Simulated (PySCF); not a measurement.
## Static response to an electric field

C7H12O.
Atom-mapped SMILES: `[CH3:1][CH2:2][CH2:3][C@H:4]1[CH:5]=[CH:6][CH2:7][O:8]1` (hydrogens: H9, H10, H11 on C1; H12, H13 on C2; H14, H15 on C3; H16 on C4; H17 on C5; H18 on C6; H19, H20 on C7)

Geometry (GFN2-xTB, Å), atoms numbered from 1 in this order:
```xyz
20
C7H12O angstrom
C     -2.996   -0.172    0.569
C     -1.666   -0.740    0.092
C     -0.675    0.364   -0.263
C      0.672   -0.212   -0.730
C      1.656    0.874   -1.060
C      2.671    0.829   -0.217
C      2.478   -0.311    0.736
O      1.302   -0.970    0.300
H     -3.689   -0.973    0.814
H     -3.446    0.447   -0.205
H     -2.854    0.442    1.456
H     -1.226   -1.366    0.869
H     -1.831   -1.368   -0.787
H     -1.081    0.990   -1.061
H     -0.499    0.994    0.611
H      0.495   -0.883   -1.584
H      1.486    1.570   -1.860
H      3.527    1.475   -0.166
H      2.357    0.043    1.771
H      3.314   -1.022    0.713
```

Level: PBE0/def2-SVPD (PySCF), static field, nuclei fixed, core orbitals frozen in the response. The polarisability tensor in these axes (au):

```
x   103.55   3.34   5.46
y     3.34  74.78  -3.63
z     5.46  -3.63  78.52
```

Problem. Give the principal values, the mean and the anisotropy Δα = √{½[(α1 − α2)² + (α2 − α3)² + (α1 − α3)²]}.

Solution. Principal values 71.53, 80.42 and 104.90 au; mean 85.62 au = 12.69 Å³ = 14.12 × 10⁻⁴⁰ C²·m²/J; Δα = 29.94 au (35 % of the mean).

Problem. What is the dipole moment, and where does it point?

Solution. (0.47, 1.27, -0.47) D, 1.43 D in size, pointing from the negative to the positive side. Measured along this direction, the outermost atoms are H9 at the negative end and H18 and H17 at the positive end.

Problem. Give the principal axes and the span of the nuclei along them.

Solution. Largest value along (0.98, 0.09, 0.19), where the nuclei span 7.08 Å; middle along (-0.11, -0.58, 0.81), 4.20 Å; least along (-0.18, 0.81, 0.56), 3.38 Å. The response follows the extents in order.

Problem. Give the eigenvalues of the traceless quadrupole moment Θ = ½Σq(3rr − r²1), origin at the centre of nuclear charge.

Solution. -5.15, -0.13, 5.28 D·Å. The values depend on the origin, since the dipole doesn't vanish. The electronic extent ⟨r²⟩ about the same centre is 1243 bohr², a root-mean-square distance of 2.37 Å for the 62 electrons.

Problem. What depolarisation ratio follows for Rayleigh scattering of linearly polarised light, taking the static tensor?

Solution. ρ = 3Δα²/(45ᾱ² + 4Δα²) = 2688.4/(329847 + 3584.6) = 0.00806.

Problem. Find the Langevin capture rate constant for NH4+ (18.034 u) meeting this molecule (112.089 u), k = 2.342 × 10⁻⁹ cm³/s × √(α in Å³ / reduced mass in u).

Solution. The reduced mass is 15.53 u, so k = 2.12 × 10⁻⁹ cm³/s. The formula leaves out the permanent dipole, which adds to the capture rate.

Isolated species at its GFN2-xTB geometry (one conformer only).
